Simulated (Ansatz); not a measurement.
Ga(OCMe2)H3 (C₃H₉GaO). Total charge 0; singlet. Geometry r2SCAN-D4/def2-SVP.

```csv
atom,x (Å),y (Å),z (Å)
C1,-0.545,-0.060,0.263
C2,-1.892,-0.159,0.904
C3,0.269,-1.300,0.083
Ga4,1.716,1.459,-1.030
O5,-0.128,1.040,-0.108
H6,-2.526,-0.850,0.323
H7,-1.790,-0.605,1.908
H8,-2.365,0.828,0.971
H9,1.238,-1.164,0.594
H10,0.517,-1.405,-0.987
H11,-0.233,-2.204,0.452
H12,1.520,0.534,-2.297
H13,2.655,0.877,0.100
H14,1.564,3.010,-1.179
```

Another isomer (singlet) lies 1.08 eV lower at PBE0-D4/def2-TZVP; other spin states weren't run for this one.

Task: Estimate the orbital energies around the gap (eV) in Ansatz with LDA (SPW92)/def2-TZVP, PBE-D4/def2-SVP, PBE-D4/def2-TZVP, r2SCAN-D4/def2-TZVP, PBE0-D4/def2-TZVP.

Result: 
```tsv
orbital	LDA (SPW92)/def2-TZVP	PBE-D4/def2-SVP	PBE-D4/def2-TZVP	r2SCAN-D4/def2-TZVP	PBE0-D4/def2-TZVP
HOMO−5	-10.00	-9.92	-9.97	-10.36	-11.54
HOMO−4	-9.70	-9.52	-9.57	-9.91	-11.07
HOMO−3	-9.68	-9.46	-9.54	-9.90	-11.04
HOMO−2	-7.44	-7.25	-7.30	-7.64	-8.87
HOMO−1	-6.34	-6.20	-6.26	-6.54	-7.44
HOMO	-6.27	-6.13	-6.20	-6.49	-7.43
LUMO	-3.03	-2.77	-2.84	-2.63	-1.75
LUMO+1	-0.61	-0.08	-0.40	0.15	0.37
LUMO+2	0.15	0.72	0.33	1.02	1.13
LUMO+3	0.74	1.44	0.92	1.55	1.78
LUMO+4	1.25	1.90	1.43	2.10	2.27
LUMO+5	1.28	1.94	1.47	2.13	2.31
```
